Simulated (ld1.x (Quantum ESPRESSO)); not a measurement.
## LDA (PZ) PAW dataset for Mo (Z = 42), scalar-relativistic all-electron reference.

The input file (ld1.x (Quantum ESPRESSO) 7.5):

```
&input
   title='Mo', zed=42., rel=1, dft='PZ', iswitch=3,
   config='[Kr] 4d5 5s1 5p0',
   nld=3, rlderiv=3.50, eminld=-2.0, emaxld=5.0, deld=0.02
 /
 &inputp
   pseudotype=3, lpaw=.true., tm=.true., lloc=-1, rcloc=3.20,
   nlcc=.true., new_core_ps=.true., rcore=2.10,
   which_augfun='BG', rmatch_augfun=1.65,
   file_pseudopw='Mo.UPF', file_wfcaegen='ae.wfc', file_wfcncgen='nc.wfc', file_beta='beta', file_chi='chi', file_wfcusgen='us.wfc'
 /
6
5S  1  0   1.00   0.00  2.35  3.20  0.0
5S  1  0   0.00   2.75  2.35  3.20  0.0
5P  2  1   0.00   0.00  2.85  3.15  0.0
5P  2  1   0.00   0.40  2.85  3.15  0.0
4D  3  2   5.00   0.00  1.75  2.35  0.0
4D  3  2   0.00   2.10  1.75  2.35  0.0
 &test
   configts(1)='4d5 5s1 5p0'
 /
```

Command:

```bash
ld1.x < Mo.in > Mo.out
```

Resulting log (shortened: banner, matrices, multipoles, cross overlaps and the repeated all-electron block are left out):

```
Program LD1 v.7.5
     --------------------------- All-electron run ----------------------------

     Mo
     scalar relativistic calculation

     atomic number is 42.00
     dft =PZ   lsd =0 sic =0 latt =0  beta=0.20 tr2=1.0E-14
     Exchange-correlation= PZ
                           (   1   1   0   0   0   0   0)
     mesh =1229 r(mesh) = 100.71859 a.u. xmin = -7.00 dx = 0.01250
     1 Ry =  13.60569312 eV, c = 137.03599908

     n l     nl                  e(Ry)          e(Ha)          e(eV)
     1 0     1S 1( 2.00)     -1454.9210      -727.4605    -19795.2089
     2 0     2S 1( 2.00)      -205.5373      -102.7687     -2796.4780
     2 1     2P 1( 6.00)      -183.8859       -91.9429     -2501.8949
     3 0     3S 1( 2.00)       -34.9437       -17.4719      -475.4333
     3 1     3P 1( 6.00)       -27.8490       -13.9245      -378.9046
     4 0     4S 1( 2.00)        -4.7350        -2.3675       -64.4234
     4 1     4P 1( 6.00)        -2.8362        -1.4181       -38.5886
     3 2     3D 1(10.00)       -16.2667        -8.1333      -221.3197
     4 2     4D 1( 5.00)        -0.2893        -0.1446        -3.9355
     5 0     5S 1( 1.00)        -0.3182        -0.1591        -4.3294
     5 1     5P 1( 0.00)        -0.0856        -0.0428        -1.1646

     final scf error:  1.6E-15 reached in  25 iterations

     Etot =   -8088.835692 Ry,   -4044.417846 Ha, -110054.216145 eV

     Ekin =    8337.855081 Ry,    4168.927541 Ha,  113442.297540 eV
     Encl =  -19502.610958 Ry,   -9751.305479 Ha, -265346.539798 eV
     Eh   =    3314.330119 Ry,    1657.165059 Ha,   45093.758502 eV
     Exc  =    -238.409933 Ry,    -119.204967 Ha,   -3243.732389 eV

     normalization and overlap integrals

     s(1S/1S) =  1.000000  <r> =   0.0352  <r2> =    0.0017  r(max) =   0.0229
     s(2S/2S) =  1.000000  <r> =   0.1539  <r2> =    0.0279  r(max) =   0.1303
     s(2P/2P) =  1.000000  <r> =   0.1340  <r2> =    0.0219  r(max) =   0.1041
     s(3S/3S) =  1.000000  <r> =   0.4297  <r2> =    0.2116  r(max) =   0.3819
     s(3P/3P) =  1.000000  <r> =   0.4312  <r2> =    0.2165  r(max) =   0.3771
     s(4S/4S) =  1.000000  <r> =   1.1060  <r2> =    1.3889  r(max) =   0.9874
     s(4P/4P) =  1.000000  <r> =   1.2369  <r2> =    1.7592  r(max) =   1.0643
     s(3D/3D) =  1.000000  <r> =   0.4156  <r2> =    0.2078  r(max) =   0.3206
     s(4D/4D) =  1.000000  <r> =   2.0033  <r2> =    5.0833  r(max) =   1.3838
     s(5S/5S) =  1.000000  <r> =   3.5465  <r2> =   14.4733  r(max) =   2.9295
     s(5P/5P) =  1.000000  <r> =   5.1486  <r2> =   31.2714  r(max) =   4.0545

     ------------------------ End of All-electron run ------------------------

     --------------------- Generating PAW atomic setup --------------------

      Generating local potential from pseudized AE potential:
      Matching radius rcloc =   3.2000

      Local pseudo, rcloc= 3.197 Estimated cut-off energy=     2.40 Ry

      Computing core charge for nlcc:

       r > 2.12 : true rho core
      Core charge pseudized with two Bessel functions
      Integrated core pseudo-charge :   6.69
      Wfc-us  5S rcutus= 3.197  Estimated cut-off energy=     4.47 Ry
      Wfc-us  5S rcutus= 3.197  Estimated cut-off energy=    10.97 Ry
      Wfc-us  5P rcutus= 3.118  Estimated cut-off energy=     7.35 Ry
      Wfc-us  5P rcutus= 3.118  Estimated cut-off energy=     7.99 Ry
      Wfc-us  4D rcutus= 2.369  Estimated cut-off energy=    20.62 Ry
      Wfc-us  4D rcutus= 2.369  Estimated cut-off energy=    38.60 Ry

     Required augmentation: BG   radius:    1.650000
     Message from routine us2paw:
     WARNING: using Bloechl style augmentation functions is not a good idea, as analytical overlap are not implemented in pwscf: use BESSEL or GAUSS instead.
     Message from routine us2paw:
     WARNING: using Bloechl style augmentation functions is not a good idea, as analytical overlap are not implemented in pwscf: use BESSEL or GAUSS instead.
     Message from routine us2paw:
     WARNING: using Bloechl style augmentation functions is not a good idea, as analytical overlap are not implemented in pwscf: use BESSEL or GAUSS instead.
     Message from routine us2paw:
     WARNING: using Bloechl style augmentation functions is not a good idea, as analytical overlap are not implemented in pwscf: use BESSEL or GAUSS instead.
     [... 1 repeated lines left out ...]
     WARNING: using Bloechl style augmentation functions is not a good idea, as analytical overlap are not implemented in pwscf: use BESSEL or GAUSS instead.
     [... 1 repeated lines left out ...]
     WARNING: using Bloechl style augmentation functions is not a good idea, as analytical overlap are not implemented in pwscf: use BESSEL or GAUSS instead.
     [... 1 repeated lines left out ...]
     WARNING: using Bloechl style augmentation functions is not a good idea, as analytical overlap are not implemented in pwscf: use BESSEL or GAUSS instead.
     [... 1 repeated lines left out ...]
     WARNING: using Bloechl style augmentation functions is not a good idea, as analytical overlap are not implemented in pwscf: use BESSEL or GAUSS instead.
     [... 1 repeated lines left out ...]
     WARNING: using Bloechl style augmentation functions is not a good idea, as analytical overlap are not implemented in pwscf: use BESSEL or GAUSS instead.
     [... 1 repeated lines left out ...]
     WARNING: using Bloechl style augmentation functions is not a good idea, as analytical overlap are not implemented in pwscf: use BESSEL or GAUSS instead.
     [... 1 repeated lines left out ...]
     WARNING: using Bloechl style augmentation functions is not a good idea, as analytical overlap are not implemented in pwscf: use BESSEL or GAUSS instead.
     [... 1 repeated lines left out ...]
     WARNING: using Bloechl style augmentation functions is not a good idea, as analytical overlap are not implemented in pwscf: use BESSEL or GAUSS instead.
     [... 1 repeated lines left out ...]
     WARNING: using Bloechl style augmentation functions is not a good idea, as analytical overlap are not implemented in pwscf: use BESSEL or GAUSS instead.
     [... 1 repeated lines left out ...]
     WARNING: using Bloechl style augmentation functions is not a good idea, as analytical overlap are not implemented in pwscf: use BESSEL or GAUSS instead.
     [... 1 repeated lines left out ...]
     WARNING: using Bloechl style augmentation functions is not a good idea, as analytical overlap are not implemented in pwscf: use BESSEL or GAUSS instead.
     [... 1 repeated lines left out ...]
     WARNING: using Bloechl style augmentation functions is not a good idea, as analytical overlap are not implemented in pwscf: use BESSEL or GAUSS instead.
     [... 1 repeated lines left out ...]
     WARNING: using Bloechl style augmentation functions is not a good idea, as analytical overlap are not implemented in pwscf: use BESSEL or GAUSS instead.
     [... 1 repeated lines left out ...]
     WARNING: using Bloechl style augmentation functions is not a good idea, as analytical overlap are not implemented in pwscf: use BESSEL or GAUSS instead.
     [... 1 repeated lines left out ...]
     WARNING: using Bloechl style augmentation functions is not a good idea, as analytical overlap are not implemented in pwscf: use BESSEL or GAUSS instead.
     [... 1 repeated lines left out ...]
     WARNING: using Bloechl style augmentation functions is not a good idea, as analytical overlap are not implemented in pwscf: use BESSEL or GAUSS instead.
     [... 1 repeated lines left out ...]
     WARNING: using Bloechl style augmentation functions is not a good idea, as analytical overlap are not implemented in pwscf: use BESSEL or GAUSS instead.
     [... 1 repeated lines left out ...]
     WARNING: using Bloechl style augmentation functions is not a good idea, as analytical overlap are not implemented in pwscf: use BESSEL or GAUSS instead.
     [... 1 repeated lines left out ...]
     WARNING: using Bloechl style augmentation functions is not a good idea, as analytical overlap are not implemented in pwscf: use BESSEL or GAUSS instead.
     [... 1 repeated lines left out ...]
     WARNING: using Bloechl style augmentation functions is not a good idea, as analytical overlap are not implemented in pwscf: use BESSEL or GAUSS instead.
     [... 1 repeated lines left out ...]
     WARNING: using Bloechl style augmentation functions is not a good idea, as analytical overlap are not implemented in pwscf: use BESSEL or GAUSS instead.
     Gaussians generated with zeta:    11.111111

     Estimated PAW energy = -247.720746 Ryd

     ------------------- End of pseudopotential generation -------------------

     Computing logarithmic derivative in   3.51170
     Computing logarithmic derivative in   3.51170
     Computing the partial wave expansion
     R is outside the sphere for l=    0 j= 0.00
     R is outside the sphere for l=    0 j= 0.00
     R is outside the sphere for l=    1 j= 0.00
     R is outside the sphere for l=    1 j= 0.00
     R is outside the sphere for l=    2 j= 0.00
     R is outside the sphere for l=    2 j= 0.00

     ---------------------- Testing the pseudopotential ----------------------

     Mo
     scalar relativistic calculation

     atomic number is 42.00   valence charge is  6.00
     dft = SLA  PZ   NOGX NOGC   lsd =0 sic =0 latt =0  beta=0.20 tr2=1.0E-14
     mesh =1229 r(mesh) = 100.71859 xmin = -7.00 dx = 0.01250

     n l     nl             e AE (Ry)        e PS (Ry)    De AE-PS (Ry)
     3 2     4D   1( 5.00)       -0.28925       -0.28925        0.00000
     1 0     5S   1( 1.00)       -0.31821       -0.31821        0.00000
     2 1     5P   1( 0.00)       -0.08560       -0.08560        0.00000

     eps = 3.3E-18  iter =  4

     Etot =   -8088.835692 Ry,   -4044.417846 Ha, -110054.216145 eV
     Etotps =  -247.720747 Ry,    -123.860373 Ha,   -3370.412461 eV

     Ekin =      41.683915 Ry,      20.841957 Ha,     567.138549 eV
     Encl =     -65.827595 Ry,     -32.913797 Ha,    -895.630055 eV
     Ehrt =      14.832866 Ry,       7.416433 Ha,     201.811419 eV
     Ecxc =    -238.409932 Ry,    -119.204966 Ha,   -3243.732373 eV
     (Ecc =      -7.225528 Ry,      -3.612764 Ha,     -98.308319 eV)

     ---------------------- End of pseudopotential test ----------------------
```

Generation and configuration tests took about 3.2 s on one core of a shared server CPU.

Transferability test of the new file with ld1.x, input:

```
&input
   title='Mo', zed=42., rel=1, dft='PZ', iswitch=2,
   config='[Kr] 4d5 5s1 5p0'
 /
 &test
   file_pseudo='Mo.UPF', nconf=10,
   configts(1)='4d5 5s1 5p0',
   configts(2)='4d5 5s0 5p0',
   configts(3)='4d4 5s0 5p0',
   configts(4)='4d3 5s0 5p0',
   configts(5)='4d4 5s1 5p0',
   configts(6)='4d5.5 5s0.5 5p0',
   configts(7)='4d5 5s0 5p1',
   configts(8)='4d2 5s0 5p0',
   configts(9)='4d5 5s1 5p0', lsdts(9)=1,
   configts(10)='4d5 5s0 5p0', lsdts(10)=1
 /
```

```bash
ld1.x < Mo.test.in > Mo.test.out
```

Pseudopotential blocks of its output, shortened (energy terms left out; the distinct warnings before each block abridged to one line each):

```
     ---------------------- Testing the pseudopotential ----------------------

     n l     nl             e AE (Ry)        e PS (Ry)    De AE-PS (Ry)
     3 2     4D   1( 5.00)       -0.28925       -0.28925        0.00000
     1 0     5S   1( 1.00)       -0.31821       -0.31821        0.00000
     2 1     5P   1( 0.00)       -0.08560       -0.08560        0.00000

     eps = 3.3E-18  iter =  4

     Etot =   -8088.835692 Ry,   -4044.417846 Ha, -110054.216145 eV
     Etotps =  -247.720747 Ry,    -123.860373 Ha,   -3370.412461 eV

     ---------------------- End of pseudopotential test ----------------------

          ---------------------- Testing the pseudopotential ----------------------

     n l     nl             e AE (Ry)        e PS (Ry)    De AE-PS (Ry)
     3 2     4D   1( 5.00)       -0.78364       -0.78319       -0.00044
     1 0     5S   1( 0.00)       -0.74605       -0.74653        0.00048
     2 1     5P   1( 0.00)       -0.44623       -0.44635        0.00011

     eps = 5.3E-15  iter =  8

     Etot =   -8088.307543 Ry,   -4044.153771 Ha, -110047.030311 eV
     Etotps =  -247.192518 Ry,    -123.596259 Ha,   -3363.225543 eV
     dEtot_ae =       0.528149 Ry
     dEtot_ps =       0.528229 Ry,   Delta E=      -0.000080 Ry

     ---------------------- End of pseudopotential test ----------------------

          ---------------------- Testing the pseudopotential ----------------------

     n l     nl             e AE (Ry)        e PS (Ry)    De AE-PS (Ry)
     3 2     4D   1( 4.00)       -1.54772       -1.56109        0.01338  !
     1 0     5S   1( 0.00)       -1.32339       -1.32668        0.00329
     2 1     5P   1( 0.00)       -0.94261       -0.94442        0.00182

     eps = 1.0E-15  iter =  9

     Etot =   -8087.153416 Ry,   -4043.576708 Ha, -110031.327610 eV
     Etotps =  -246.033434 Ry,    -123.016717 Ha,   -3347.455401 eV
     dEtot_ae =       1.682276 Ry
     dEtot_ps =       1.687313 Ry,   Delta E=      -0.005036 Ry

     ---------------------- End of pseudopotential test ----------------------

          Warning: n=3, l=2 expected 0 nodes, found 1
     ---------------------- Testing the pseudopotential ----------------------

     n l     nl             e AE (Ry)        e PS (Ry)    De AE-PS (Ry)
     3 2     4D   1( 3.00)       -2.43358       -2.48181        0.04823  !
     1 0     5S   1( 0.00)       -1.97954       -2.00211        0.02257  !
     2 1     5P   1( 0.00)       -1.52382       -1.53729        0.01347  !

     eps = 3.0E-15  iter =  9

     Etot =   -8085.171789 Ry,   -4042.585894 Ha, -110004.366206 eV
     Etotps =  -244.022883 Ry,    -122.011442 Ha,   -3320.100467 eV
     dEtot_ae =       3.663903 Ry
     dEtot_ps =       3.697863 Ry,   Delta E=      -0.033960 Ry

     ---------------------- End of pseudopotential test ----------------------

          ---------------------- Testing the pseudopotential ----------------------

     n l     nl             e AE (Ry)        e PS (Ry)    De AE-PS (Ry)
     3 2     4D   1( 4.00)       -0.95358       -0.95870        0.00512  !
     1 0     5S   1( 1.00)       -0.82979       -0.83313        0.00334
     2 1     5P   1( 0.00)       -0.50824       -0.50857        0.00033

     eps = 7.7E-15  iter = 12

     Etot =   -8088.228436 Ry,   -4044.114218 Ha, -110045.954010 eV
     Etotps =  -247.111631 Ry,    -123.555816 Ha,   -3362.125025 eV
     dEtot_ae =       0.607256 Ry
     dEtot_ps =       0.609115 Ry,   Delta E=      -0.001860 Ry

     ---------------------- End of pseudopotential test ----------------------

          ---------------------- Testing the pseudopotential ----------------------

     n l     nl             e AE (Ry)        e PS (Ry)    De AE-PS (Ry)
     3 2     4D   1( 5.50)       -0.23275       -0.23197       -0.00078
     1 0     5S   1( 0.50)       -0.29418       -0.29458        0.00040
     2 1     5P   1( 0.00)       -0.07351       -0.07386        0.00035

     eps = 6.2E-15  iter = 14

     Etot =   -8088.812929 Ry,   -4044.406465 Ha, -110053.906447 eV
     Etotps =  -247.697687 Ry,    -123.848843 Ha,   -3370.098714 eV
     dEtot_ae =       0.022762 Ry
     dEtot_ps =       0.023060 Ry,   Delta E=      -0.000298 Ry

     ---------------------- End of pseudopotential test ----------------------

          ---------------------- Testing the pseudopotential ----------------------

     n l     nl             e AE (Ry)        e PS (Ry)    De AE-PS (Ry)
     3 2     4D   1( 5.00)       -0.38214       -0.38221        0.00007
     1 0     5S   1( 0.00)       -0.38510       -0.38527        0.00017
     2 1     5P   1( 1.00)       -0.13934       -0.13933       -0.00001

     eps = 4.1E-15  iter = 12

     Etot =   -8088.597221 Ry,   -4044.298611 Ha, -110050.971589 eV
     Etotps =  -247.482291 Ry,    -123.741146 Ha,   -3367.168108 eV
     dEtot_ae =       0.238470 Ry
     dEtot_ps =       0.238455 Ry,   Delta E=       0.000015 Ry

     ---------------------- End of pseudopotential test ----------------------

          ---------------------- Testing the pseudopotential ----------------------

     n l     nl             e AE (Ry)        e PS (Ry)    De AE-PS (Ry)
     3 2     4D   1( 2.00)       -3.41688       -3.52487        0.10799  !
     1 0     5S   1( 0.00)       -2.70040       -2.77203        0.07162  !
     2 1     5P   1( 0.00)       -2.17501       -2.22106        0.04605  !

     eps = 5.0E-15  iter = 10

     Etot =   -8082.254145 Ry,   -4041.127072 Ha, -109964.669635 eV
     Etotps =  -241.029140 Ry,    -120.514570 Ha,   -3279.368513 eV
     dEtot_ae =       6.581547 Ry
     dEtot_ps =       6.691607 Ry,   Delta E=      -0.110060 Ry

     ---------------------- End of pseudopotential test ----------------------

          ---------------------- Testing the pseudopotential ----------------------

     n l     nl             e AE (Ry)        e PS (Ry)    De AE-PS (Ry)
     3 2     4D   1( 5.00)       -0.34200       -0.34215        0.00015
     1 0     5S   1( 1.00)       -0.35557       -0.35544       -0.00013
     2 1     5P   1( 0.00)       -0.10433       -0.10430       -0.00004
     3 2     4D   2( 0.00)       -0.12641       -0.12771        0.00130
     1 0     5S   2( 0.00)       -0.19007       -0.19076        0.00070
     2 1     5P   2( 0.00)       -0.01706       -0.01717        0.00011

     eps = 5.6E-15  iter = 12

     Etot =   -8089.124077 Ry,   -4044.562038 Ha, -110058.139824 eV
     Etotps =  -248.008029 Ry,    -124.004015 Ha,   -3374.321140 eV
     dEtot_ae =      -0.288385 Ry
     dEtot_ps =      -0.287283 Ry,   Delta E=      -0.001102 Ry

     ---------------------- End of pseudopotential test ----------------------

          ---------------------- Testing the pseudopotential ----------------------

     n l     nl             e AE (Ry)        e PS (Ry)    De AE-PS (Ry)
     3 2     4D   1( 5.00)       -0.84683       -0.84626       -0.00056
     1 0     5S   1( 0.00)       -0.78507       -0.78549        0.00042
     2 1     5P   1( 0.00)       -0.46936       -0.46947        0.00011
     3 2     4D   2( 0.00)       -0.63837       -0.63884        0.00047
     1 0     5S   2( 0.00)       -0.64123       -0.64269        0.00146
     2 1     5P   2( 0.00)       -0.37434       -0.37472        0.00038

     eps = 1.5E-16  iter =  9

     Etot =   -8088.556758 Ry,   -4044.278379 Ha, -110050.421054 eV
     Etotps =  -247.440722 Ry,    -123.720361 Ha,   -3366.602526 eV
     dEtot_ae =       0.278934 Ry
     dEtot_ps =       0.280025 Ry,   Delta E=      -0.001091 Ry

     ---------------------- End of pseudopotential test ----------------------
```
